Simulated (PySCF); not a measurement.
**Static response to an electric field**

Species: BF3.
Structure used (PBE0-D3(BJ)/def2-SVP), in Å, numbered top down from 1:
```xyz
4
BF3 angstrom
B      0.000    0.000    0.001
F      1.310   -0.036    0.016
F     -0.623    1.153   -0.022
F     -0.687   -1.117    0.005
```

Level: CAM-B3LYP/def2-SVPD (PySCF), static field, nuclei fixed, core orbitals frozen in the response. The polarisability tensor in these axes (au):

```
x   17.05  0.00  0.04
y    0.00 17.06 -0.04
z    0.04 -0.04 13.33
```

Question: What are the eigenvalues, a third of the trace, and Δα (Δα² = ½Σ(αi − αj)² over the three pairs)?

Answer: Principal values 13.33, 17.05 and 17.06 au; mean 15.81 au = 2.34 Å³ = 2.61 × 10⁻⁴⁰ C²·m²/J; Δα = 3.73 au (24 % of the mean).

Question: What is the dipole moment?

Answer: 0.01 D; point group D3h allows none, and the residue is numerical.

Question: What are the principal values of the traceless quadrupole moment, Θ = ½Σq(3rr − r²1), about the centre of nuclear charge?

Answer: -2.05, -2.05, 4.10 D·Å. The electronic extent ⟨r²⟩ about the same centre is 212 bohr², a root-mean-square distance of 1.36 Å for the 32 electrons.

Question: What depolarisation ratio follows for Rayleigh scattering of linearly polarised light, taking the static tensor?

Answer: ρ = 3Δα²/(45ᾱ² + 4Δα²) = 41.6/(11251 + 55.5) = 0.00368.

Question: Estimate the molar refractivity from the static electronic polarisability.

Answer: Lorentz–Lorenz: R = (4π/3)N_A α = 2.5225 cm³/(mol·Å³) × 2.34 Å³ = 5.9 cm³/mol, in the limit of long wavelengths.

Geometry: PBE0-D3(BJ)/def2-SVP; no solvent, vibrations or thermal averaging.
